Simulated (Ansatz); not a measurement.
Geometry optimisation, Ansatz, RKS PBE-D4/def2-SVP.

The input (input.yaml):

```yaml
crystal:
  periodic: [false, false, false]
  atoms:
    - { symbol: Al, position_ang: [0.334986, -0.983962, -2.22747] }
    - { symbol: S, position_ang: [2.192955, 0.162658, -1.680668] }
    - { symbol: H, position_ang: [0.317531, -2.547491, -1.93137] }
    - { symbol: H, position_ang: [-0.754202, -0.141718, -3.023702] }
    - { symbol: H, position_ang: [0.617569, 0.467152, 0.437652] }
    - { symbol: O, position_ang: [-0.231251, 0.061558, 0.69875] }
    - { symbol: Si, position_ang: [-1.110041, 0.816121, 1.926078] }
    - { symbol: H, position_ang: [2.803434, -0.89985, -1.087832] }
    - { symbol: H, position_ang: [-0.354323, 0.802722, 3.229203] }
    - { symbol: H, position_ang: [-1.447507, 2.245915, 1.591379] }
    - { symbol: H, position_ang: [-2.36915, 0.016995, 2.06808] }
basis:
  gaussian: { orbitals: def2-SVP }
hamiltonian:
  xc: pbe
  dispersion: d4
relax:
  f_tol: 0.03
  max_steps: 50
```

Run as:

```bash
$ ansatz run input.yaml --threads 2 --pin off --max-ram 3072MiB --backend cpu --events-out ev --progress --plain --runs-dir out
```

Where does it end, and by what steps?

The forces met the threshold. After 15 steps the energy has fallen by 0.676 eV; H4 moved furthest, 1.07 Å. Joined: Al1–O6 (3.16 → 2.01 Å).

| step | energy less start (eV) | largest force component (eV/Å) | accepted |
| --- | --- | --- | --- |
| 0 | 0.0000 | 0.387 | yes |
| 1 | -0.1326 | 0.321 | yes |
| 2 | -0.2730 | 0.578 | yes |
| 3 | -0.4652 | 0.584 | yes |
| 4 | -0.6047 | 0.575 | yes |
| 5 | -0.6347 | 0.314 | yes |
| 6 | -0.6444 | 0.350 | yes |
| 7 | -0.6577 | 0.138 | yes |
| 8 | -0.6651 | 0.134 | yes |
| 9 | -0.6710 | 0.170 | yes |
| 10 | -0.6736 | 0.062 | yes |
| 11 | -0.6741 | 0.065 | yes |
| 12 | -0.6756 | 0.053 | yes |
| 13 | -0.6757 | 0.049 | yes |
| 14 | -0.6760 | 0.043 | yes |
| 15 | -0.6763 | 0.021 | yes |

```xyz
11
Properties=species:S:1:pos:R:3
Al 0.095 -0.694 -1.412
S 2.170 0.256 -1.623
H 0.065 -2.292 -1.352
H -1.081 0.184 -2.060
H 1.024 0.358 0.391
O 0.118 -0.063 0.493
Si -1.074 0.658 1.520
H 2.842 -0.891 -1.318
H -0.525 0.668 2.915
H -1.370 2.052 1.055
H -2.263 -0.237 1.391
```

Run time: 19 s on 2 threads of Intel(R) Xeon(R) 6975P-C (Granite Rapids), on a shared host, peak memory 0.17 GiB.
